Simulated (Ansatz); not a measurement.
```xyz
8

C     0.0034    0.0054   -0.7518
C    -0.0056   -0.0081    0.7579
H     0.0036   -1.0191   -1.1572
H    -0.8846    0.5109   -1.1748
H     0.8803    0.5061   -1.1603
H     0.0047    1.0326    1.1636
H    -0.8949   -0.5155    1.1605
H     0.8841   -0.5024    1.1656
```

Basis set: def2-TZVP (spherical functions). Correlated methods keep 2 orbitals frozen. Charge 0, multiplicity 1.

Computed with Ansatz (development build ahead of 0.2.0); each method stands on the lowest determinant of its kind that the runs found. Restricted open shells among the atoms or ions are ROHF, correlated in semicanonical orbitals with singles.

The atomization energy at this shape (free ground-state atoms in the same class of orbitals less the molecule, no zero-point energy) of singlet C2H6:

```tsv
method	atomization energy
RHF	24.07 eV
```

Problem. What does RHF-MP2 give?

Solution. 29.83 eV.
